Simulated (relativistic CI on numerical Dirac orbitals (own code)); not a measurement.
**Cr5+: K-beta X-ray emission**

Computed with this model: Dirac-Coulomb-Breit CI, orbitals from a KLI potential per configuration, a model potential for QED, valence Slater integrals scaled by 0.7, multiplet model of X-ray emission after core ionisation; configurations [Ar] 3d → 1s 2s2 2p6 3s2 3p6 3d → [Ne] 3s2 3p5 3d; 300 K; Lorentzian 1.6 eV and Gaussian 1 eV FWHM. Energies are those of the free ion, without screening or charge transfer. S is read from ⟨S²⟩ = S(S + 1).

Field parameters in Wybourne normalisation: Oh B⁴₀ = 21Dq, B⁴₄ = √(5/14) B⁴₀. The field is a parameter set, without covalency.

free ion: ground-state S = 0.50, centroid 5955.49 eV. Peaks (eV, height): 5942.8 (11), 5954.4 (87), 5956.8 (100).

Oh, 10Dq = 5900 cm⁻¹: ground-state S = 0.50, centroid 5955.57 eV. Peaks (eV, height): 5942.6 (10), 5954.4 (88), 5956.8 (100).

Oh, 10Dq = 16200 cm⁻¹: ground-state S = 0.50, centroid 5955.59 eV. Peaks (eV, height): 5942.0 (9), 5954.6 (83), 5957.0 (100).

Oh, 10Dq = 36900 cm⁻¹: ground-state S = 0.50, centroid 5955.59 eV. Peaks (eV, height): 5940.6 (6), 5954.8 (80), 5956.8 (100).

Strongest unbroadened transitions for Oh, 10Dq = 36900 cm⁻¹:

```tsv
Energy (eV)	Relative strength
5940.65	25.7
5951.99	41.3
5954.12	22.7
5954.44	47.0
5954.53	78.5
5954.61	47.0
5954.62	57.1
5956.13	18.3
5956.14	66.5
5956.22	29.1
5956.59	67.7
5956.63	86.4
5956.64	15.2
5957.18	49.8
5957.79	100.0
5958.14	60.5
5958.15	42.3
5958.31	40.0
```
